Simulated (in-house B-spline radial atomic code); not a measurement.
The numbers below are computed, except where a source is named.
## Softness against transferability: the 4p channel of Ru

Ru, [Kr] 4d7 5s1, non-relativistic LDA (VWN5), spherical and spin-unpolarised, from a B-spline radial code for spherical atoms (atomic units). The all-electron 4p level is ε = -1.667550 hartree, its outermost node lies just inside 0.51 bohr and its outer maximum at 0.99 bohr.

Troullier-Martins pseudo-orbitals are made for several radii. The cutoffs (hartree) are the plane-wave energies beyond which the orbital holds less than the named kinetic energy per electron. The phase error is the difference, pseudo minus all-electron, of arctan(R P'/P) at R = 1.69 bohr for all radii, half a hartree below and above the level.

```
r_c (bohr)  V_l(0) (hartree)  cutoff for 10 mEh  for 1 mEh  for 0.1 mEh  phase error at ε − 0.5 (mrad)  at ε + 0.5 (mrad)
      0.74            -78.55                211        329        > 450                           -8.8               -2.5
      0.86            -23.63               67.3        124          263                           -3.6               -0.9
      0.99             -2.98               25.9       57.5          103                           -2.3               -0.5
      1.12             -0.73               27.1       52.8         72.5                           -2.0               -0.5
      1.25             -2.39               24.5       37.3         64.5                           -2.8               -0.6
      1.39             -4.15               19.7       29.2         53.3                           -5.0               -1.1
```

(1) Which radius needs the lowest cutoff for 1 mEh while both phase errors stay within 3.7 mrad?

(2) What does the larger radius buy, and what does it cost?

Answers

(1) The radii within that limit are 0.86, 0.99, 1.12, 1.25 bohr; of these r_c = 1.25 needs the least, 37.3 hartree, that is 74.6 Ry or 1015 eV.

(2) From r_c = 0.74 to 1.39 bohr the cutoff for 1 mEh goes from 329 to 29.2 hartree, a factor of 11.27, against 3.53 for a pure 1/r_c² scaling, end to end; step by step it is 329, 124, 57.5, 52.8, 37.3, 29.2, and for 0.1 mEh > 450, 263, 103, 72.5, 64.5, 53.3; the number of plane waves goes as the cutoff to the power 3/2, here a factor of 37.8. The larger of the two phase errors is least at r_c = 1.12 bohr, 2.0 mrad; it is 8.8 at the smallest radius and 5.0 at the largest. These errors test the reference atom alone. The smallest radius lies well inside the outer maximum, where the nodeless form must bend sharply to keep the norm, so it is both harder and scatters less well than the next. Large radii also let the cores of neighbours overlap, which an atom doesn't show.
